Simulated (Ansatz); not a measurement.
Ansatz (a first-principles code) input file for Sn(H)3(OMe) (CH6OSn), SMILES [O](C)[SnH3], B3LYP-D3(BJ)/def2-SVP. 

Ansatz 0.2 input:
```yaml
crystal:
  periodic: [false, false, false]
  atoms:
    - {symbol: Sn, position_ang: [0.02705910, 0.59618176, 0.00000000]}
    - {symbol: O, position_ang: [-0.56709617, -1.27394346, 0.00000000]}
    - {symbol: C, position_ang: [0.23968979, -2.41662821, -0.00000000]}
    - {symbol: H, position_ang: [0.94421432, 0.90025790, -1.36820102]}
    - {symbol: H, position_ang: [-1.46065468, 1.30087014, -0.00000001]}
    - {symbol: H, position_ang: [0.94421432, 0.90025789, 1.36820102]}
    - {symbol: H, position_ang: [0.87573812, -2.47241026, 0.88690966]}
    - {symbol: H, position_ang: [0.87573812, -2.47241026, -0.88690966]}
    - {symbol: H, position_ang: [-0.43357461, -3.27433624, -0.00000000]}
basis:
  gaussian:
    orbitals: def2-SVP
hamiltonian:
  xc: b3lyp
  dispersion: d3bj
relax: {f_tol: 0.002, max_steps: 200}
```

Program output:

```
WARN ansatz: RAYON_NUM_THREADS=1 ignored (pool sized by the plan → 1); use --threads N
Functional definition: B3LYP
integrals: 0.04 GiB planned
998 factors; integrals over basis functions are off by at most 3.4e-4 eV
mean field: 0.30 GiB planned
mean field evaluation 1: about -9006.2720 eV, gradient 5.1e1 eV
mean field evaluation 2: about -8982.7036 eV, gradient 1.2e2 eV
mean field evaluation 4: about -9011.7551 eV, gradient 6.9e0 eV
mean field evaluation 8: about -9011.8710 eV, gradient 2.1e-2 eV
mean field -9011.87099398 eV, -331.1801505630 hartree, gradient 3.5e-5 eV, S^2 0.000000; 0 other end points of the search recorded, 0 dependent functions left out
the calculation of the forces begins
reference -9011.87124928 eV, -331.1801599452 hartree; 21, 21 occupied and 63, 63 virtual orbitals, 998 factors
relax step   1: F+E_penalty+E_count = -9012.12410122 eV  Δ(F+E_penalty+E_count) = +0.000e0 eV  max|allowed force component| = 8.338e-1 eV/Å  Δτ_max = 0.0000 Å  (26 SCF iters, accepted)
these checks for a lower state are left out or cut short: starts, cluster_reference, orbital_swaps, neighbouring_geometries, increment
integrals: 0.04 GiB planned
998 factors; integrals over basis functions are off by at most 3.7e-4 eV
mean field: 0.30 GiB planned
mean field evaluation 16: about -9011.9094 eV, gradient 5.9e0 eV
mean field -9011.97590060 eV, -331.1840058104 hartree, gradient 2.0e-5 eV, S^2 0.000000; 0 other end points of the search recorded, 0 dependent functions left out
the calculation of the forces begins
reference -9011.97615645 eV, -331.1840152127 hartree; 21, 21 occupied and 63, 63 virtual orbitals, 998 factors
relax step   2: F+E_penalty+E_count = -9012.22513135 eV  Δ(F+E_penalty+E_count) = -1.010e-1 eV  max|allowed force component| = 3.108e-1 eV/Å  Δτ_max = 0.1801 Å  (29 SCF iters, accepted)
these checks for a lower state are left out or cut short: starts, cluster_reference, orbital_swaps, neighbouring_geometries, increment
integrals: 0.04 GiB planned
998 factors; integrals over basis functions are off by at most 3.6e-4 eV
mean field: 0.30 GiB planned
mean field -9011.99163451 eV, -331.1845840208 hartree, gradient 2.0e-5 eV, S^2 0.000000; 0 other end points of the search recorded, 0 dependent functions left out
the calculation of the forces begins
reference -9011.99188925 eV, -331.1845933823 hartree; 21, 21 occupied and 63, 63 virtual orbitals, 998 factors
relax step   3: F+E_penalty+E_count = -9012.24294531 eV  Δ(F+E_penalty+E_count) = -1.781e-2 eV  max|allowed force component| = 1.200e-1 eV/Å  Δτ_max = 0.0365 Å  (29 SCF iters, accepted)
these checks for a lower state are left out or cut short: starts, cluster_reference, orbital_swaps, neighbouring_geometries, increment
integrals: 0.04 GiB planned
998 factors; integrals over basis functions are off by at most 3.6e-4 eV
mean field: 0.30 GiB planned
mean field evaluation 32: about -9011.9466 eV, gradient 2.4e0 eV
mean field -9011.99283826 eV, -331.1846282579 hartree, gradient 2.0e-5 eV, S^2 0.000000; 0 other end points of the search recorded, 0 dependent functions left out
the calculation of the forces begins
reference -9011.99309199 eV, -331.1846375822 hartree; 21, 21 occupied and 63, 63 virtual orbitals, 998 factors
relax step   4: F+E_penalty+E_count = -9012.24630555 eV  Δ(F+E_penalty+E_count) = -3.360e-3 eV  max|allowed force component| = 1.317e-1 eV/Å  Δτ_max = 0.0634 Å  (28 SCF iters, accepted)
these checks for a lower state are left out or cut short: starts, cluster_reference, orbital_swaps, neighbouring_geometries, increment
integrals: 0.04 GiB planned
998 factors; integrals over basis functions are off by at most 3.6e-4 eV
mean field: 0.31 GiB planned
mean field -9011.99334542 eV, -331.1846468956 hartree, gradient 2.0e-5 eV, S^2 0.000000; 0 other end points of the search recorded, 0 dependent functions left out
the calculation of the forces begins
reference -9011.99359901 eV, -331.1846562148 hartree; 21, 21 occupied and 63, 63 virtual orbitals, 998 factors
relax step   5: F+E_penalty+E_count = -9012.24768540 eV  Δ(F+E_penalty+E_count) = -1.380e-3 eV  max|allowed force component| = 4.860e-2 eV/Å  Δτ_max = 0.0196 Å  (29 SCF iters, accepted)
these checks for a lower state are left out or cut short: starts, cluster_reference, orbital_swaps, neighbouring_geometries, increment
integrals: 0.04 GiB planned
998 factors; integrals over basis functions are off by at most 3.6e-4 eV
mean field: 0.31 GiB planned
mean field -9011.99400344 eV, -331.1846710773 hartree, gradient 1.0e-5 eV, S^2 0.000000; 0 other end points of the search recorded, 0 dependent functions left out
the calculation of the forces begins
reference -9011.99425710 eV, -331.1846803992 hartree; 21, 21 occupied and 63, 63 virtual orbitals, 998 factors
relax step   6: F+E_penalty+E_count = -9012.24811311 eV  Δ(F+E_penalty+E_count) = -4.277e-4 eV  max|allowed force component| = 3.523e-2 eV/Å  Δτ_max = 0.0082 Å  (24 SCF iters, accepted)
these checks for a lower state are left out or cut short: starts, cluster_reference, orbital_swaps, neighbouring_geometries, increment
integrals: 0.04 GiB planned
998 factors; integrals over basis functions are off by at most 3.6e-4 eV
mean field: 0.31 GiB planned
mean field -9011.99409910 eV, -331.1846745928 hartree, gradient 1.3e-5 eV, S^2 0.000000; 0 other end points of the search recorded, 0 dependent functions left out
the calculation of the forces begins
reference -9011.99435274 eV, -331.1846839138 hartree; 21, 21 occupied and 63, 63 virtual orbitals, 998 factors
relax step   7: F+E_penalty+E_count = -9012.24815795 eV  Δ(F+E_penalty+E_count) = -4.485e-5 eV  max|allowed force component| = 5.186e-3 eV/Å  Δτ_max = 0.0023 Å  (23 SCF iters, accepted)
these checks for a lower state are left out or cut short: starts, cluster_reference, orbital_swaps, neighbouring_geometries, increment
integrals: 0.04 GiB planned
998 factors; integrals over basis functions are off by at most 3.6e-4 eV
mean field: 0.31 GiB planned
mean field evaluation 64: about -9011.9941 eV, gradient 9.8e-6 eV
mean field -9011.99410825 eV, -331.1846749292 hartree, gradient 1.6e-5 eV, S^2 0.000000; 0 other end points of the search recorded, 0 dependent functions left out
the calculation of the forces begins
reference -9011.99436189 eV, -331.1846842504 hartree; 21, 21 occupied and 63, 63 virtual orbitals, 998 factors
relax step   8: F+E_penalty+E_count = -9012.24815859 eV  Δ(F+E_penalty+E_count) = -6.407e-7 eV  max|allowed force component| = 1.440e-4 eV/Å  Δτ_max = 0.0003 Å  (19 SCF iters, accepted)
integrals: 0.04 GiB planned
998 factors; integrals over basis functions are off by at most 3.6e-4 eV
mean field: 0.31 GiB planned
mean field -9011.99410825 eV, -331.1846749292 hartree, gradient 1.6e-5 eV, S^2 0.000000; 1 other end points of the search recorded, 0 dependent functions left out
the calculation of the forces begins
reference -9011.99436189 eV, -331.1846842504 hartree; 21, 21 occupied and 63, 63 virtual orbitals, 998 factors
Total energy: -9012.24841224 eV, -331.1940204283 hartree
Atom 0 at    -0.006772     0.570345     0.000000 Å, force     0.000032     0.000077     0.000000 eV/Å
Atom 1 at    -0.667102    -1.320328    -0.000000 Å, force     0.000131    -0.000106    -0.000000 eV/Å
Atom 2 at     0.236606    -2.393376     0.000000 Å, force    -0.000080     0.000130     0.000000 eV/Å
Atom 3 at     0.939548     0.802837    -1.420828 Å, force     0.000027     0.000027    -0.000021 eV/Å
Atom 4 at    -1.451350     1.486117    -0.000000 Å, force    -0.000057    -0.000023     0.000000 eV/Å
Atom 5 at     0.939548     0.802837     1.420828 Å, force     0.000027     0.000027     0.000021 eV/Å
Atom 6 at     0.895462    -2.411293     0.893878 Å, force    -0.000009     0.000006    -0.000002 eV/Å
Atom 7 at     0.895462    -2.411293    -0.893878 Å, force    -0.000009     0.000006     0.000002 eV/Å
Atom 8 at    -0.336074    -3.338004    -0.000000 Å, force    -0.000061    -0.000144    -0.000000 eV/Å
Dipole moment:     0.257349     0.194770    -0.000000 e Å
```

The run converged.

Cost: very roughly 23 core-seconds.
